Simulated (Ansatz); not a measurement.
The same path of ClH3Sn + H3Si (9 atoms, charge 0, multiplicity 2) was run twice with different band settings. Lost on the way: Sn1–Cl2. Made: Cl2–Si6.

Method: UKS PBE-D4/def2-SVP (Ansatz).

Relaxed end points:

```xyz
9
Properties=species:S:1:pos:R:3
Sn 0.000 0.000 -0.211
Cl 0.000 0.000 2.195
H 1.654 0.000 -0.702
H -0.826 1.432 -0.703
H -0.826 -1.432 -0.703
Si 0.000 0.000 5.369
H -0.774 -1.205 5.833
H 1.430 -0.068 5.833
H -0.657 1.272 5.833
```

```xyz
9
Properties=species:S:1:pos:R:3
Sn 0.001 0.000 -0.427
Cl 0.000 0.000 3.288
H 1.637 0.000 -1.027
H -0.818 1.418 -1.026
H -0.818 -1.418 -1.026
Si 0.000 0.000 5.376
H -0.767 -1.194 5.862
H 1.418 -0.067 5.862
H -0.651 1.261 5.862
```

Common settings: movable images 7; climbing image yes; optimiser quadratic models (default); start path through a guess of the saddle point; force threshold 0.03 eV/Å; iteration limit 60; end points relaxed.

| run | spring |
| --- | --- |
| 1 | 5.0 eV/Å² |
| 2 | 2.0 to 10.0 eV/Å², energy-weighted |

(1) What does each run give, and how far can it be trusted?

Results:

(1) Run 1: converged after 6 iterations, highest image 0.007 eV above the first end. The top lies less than 8 meV above the higher end, about what the thresholds resolve: that end is a shoulder or a very shallow well. A vibrational analysis at the climbing image gives one clearly imaginary mode, 106i cm⁻¹: a first-order saddle point.
Run 2: converged after 7 iterations, highest image 0.007 eV above the first end. The top lies less than 8 meV above the higher end, about what the thresholds resolve: that end is a shoulder or a very shallow well. Another band between the same ends (7 images) ends at a top of the same energy, where a vibrational analysis finds 1 clearly imaginary mode.
